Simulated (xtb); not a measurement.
C$_{5}$H$_{9}$O (SMILES CC(C)(C)[C]=O), doublet, from a rough starting geometry; GFN2-xTB (xtb).

Input for xtb:
```
$ xtb mol.xyz --gfn 2 --uhf 1 --opt vtight --json

# file mol.xyz
15

C      0.51930161     1.25109550     0.38479592
C     -0.06944479    -0.15928876     0.20101456
C     -1.11139297    -0.01212219    -0.81613875
C      1.10034502    -1.01208397    -0.29484464
C     -0.54451318    -0.54996675     1.52595735
O     -1.57589319    -0.41615562     2.05657102
H     -0.26746881     2.01671902     0.76265357
H      1.38920141     1.28146021     1.12358025
H      0.90600261     1.70380756    -0.52434621
H     -1.58147280    -1.08107622    -0.99437364
H     -0.82571327     0.30517722    -1.78374962
H     -1.99677739     0.58291312    -0.51813463
H      1.87923298    -1.12179835     0.42705949
H      0.68459333    -2.03792609    -0.46757669
H      1.50147749    -0.69673346    -1.23267097
```

Predict the main parts of the log of this xtb run.


```
   ID    Z sym.   atoms
    1    6 C      1-5
    2    8 O      6
    3    1 H      7-15

           -------------------------------------------------
          |                Calculation Setup                |
           -------------------------------------------------

           -------------------------------------------------
          |                 G F N 2 - x T B                 |
           -------------------------------------------------

          ...................................................
          :                      SETUP                      :
          :.................................................:
          :  # basis functions                  33          :
          :  # atomic orbitals                  33          :
          :  # shells                           21          :
          :  # electrons                        35          :
          :  max. iterations                   250          :
          :  Hamiltonian                  GFN2-xTB          :
          :  restarted?                      false          :
          :  GBSA solvation                  false          :
          :  PC potential                    false          :
          :  electronic temp.          300.0000000     K    :
          :  accuracy                    1.0000000          :
          :  -> integral cutoff          0.2500000E+02      :
          :  -> integral neglect         0.1000000E-07      :
          :  -> SCF convergence          0.1000000E-05 Eh   :
          :  -> wf. convergence          0.1000000E-03 e    :
          :  Broyden damping             0.4000000          :
          :  net charge                          0          :
          :  unpaired electrons                  1          :
          ...................................................

 iter      E             dE          RMSdq      gap      omega  full diag
   1    -19.4858970 -0.194859E+02  0.337E+00    1.47       0.0  T
   2    -19.5070382 -0.211412E-01  0.183E+00    1.45       1.0  T
   3    -19.5069475  0.906969E-04  0.100E+00    1.43       1.0  T
   4    -19.5100878 -0.314024E-02  0.201E-01    1.40       1.0  T
   5    -19.5103640 -0.276267E-03  0.909E-02    1.41       1.0  T
   6    -19.5104009 -0.369012E-04  0.271E-02    1.41       1.0  T
   7    -19.5104022 -0.130476E-05  0.131E-02    1.41       2.0  T
   8    -19.5104024 -0.169055E-06  0.173E-03    1.41      14.9  T
   9    -19.5104024 -0.244676E-07  0.795E-04    1.41      32.5  T
[...]
         :: total energy             -19.254485341831 Eh    ::
 * total energy  :   -19.2544853 Eh     change       -0.6646133E-09 Eh
 * total energy  :   -19.2733176 Eh     change       -0.1883229E-01 Eh
 * total energy  :   -19.2756271 Eh     change       -0.2309504E-02 Eh
 * total energy  :   -19.2757524 Eh     change       -0.1252417E-03 Eh
 * total energy  :   -19.2757776 Eh     change       -0.2526525E-04 Eh
 * total energy  :   -19.2757846 Eh     change       -0.6908999E-05 Eh
 * total energy  :   -19.2757871 Eh     change       -0.2505817E-05 Eh
 * total energy  :   -19.2757883 Eh     change       -0.1248067E-05 Eh
 * total energy  :   -19.2757888 Eh     change       -0.5405200E-06 Eh
 * total energy  :   -19.2757891 Eh     change       -0.2243882E-06 Eh
 * total energy  :   -19.2757892 Eh     change       -0.9398677E-07 Eh
   *** GEOMETRY OPTIMIZATION CONVERGED AFTER 11 ITERATIONS ***
         :: total energy             -19.275789166792 Eh    ::
[...]

 Mol. C6AA /au·bohr⁶  :       1773.839598
 Mol. C8AA /au·bohr⁸  :      38600.432263
 Mol. α(0) /au        :         62.707505

Wiberg/Mayer (AO) data.
largest (>0.10) Wiberg bond orders for each atom

 ---------------------------------------------------------------------------
     #   Z sym  total        # sym  WBO       # sym  WBO       # sym  WBO
 ---------------------------------------------------------------------------
     1   6 C    3.993 --     7 H    0.986     8 H    0.985     9 H    0.977
                             2 C    0.965
     2   6 C    3.981 --     5 C    0.999     4 C    0.991     3 C    0.974
                             1 C    0.965
     3   6 C    3.993 --    10 H    0.986    12 H    0.985    11 H    0.979
                             2 C    0.974
     4   6 C    3.994 --     2 C    0.991    14 H    0.986    13 H    0.985
                            15 H    0.984
     5   6 C    3.272 --     6 O    2.170     2 C    0.999
     6   8 O    2.286 --     5 C    2.170
     7   1 H    0.998 --     1 C    0.986
     8   1 H    0.998 --     1 C    0.985
     9   1 H    0.997 --     1 C    0.977
    10   1 H    0.998 --     3 C    0.986
    11   1 H    0.998 --     3 C    0.979
    12   1 H    0.998 --     3 C    0.985
    13   1 H    0.998 --     4 C    0.985
    14   1 H    0.998 --     4 C    0.986
    15   1 H    0.998 --     4 C    0.984
 ---------------------------------------------------------------------------

Topologies differ in total number of bonds
Writing topology from bond orders to xtbtopo.mol

molecular dipole:
                 x           y           z       tot (Debye)
 q only:        0.711       0.179      -0.747
   full:        0.648       0.252      -0.878       2.848
molecular quadrupole (traceless):
                xx          xy          yy          xz          yz          zz
 q only:       -0.476      -0.841       2.709       4.302       0.988      -2.233
  q+dip:       -0.357      -0.763       2.866       4.331       1.244      -2.509
   full:       -0.761      -0.533       3.609       4.810       1.664      -2.848

optimized geometry written to: xtbopt.xyz

           -------------------------------------------------
          | TOTAL ENERGY              -19.275789166792 Eh   |
          | GRADIENT NORM               0.000104807335 Eh/α |
          | HOMO-LUMO GAP               1.365878626181 eV   |
           -------------------------------------------------

normal termination of xtb
```
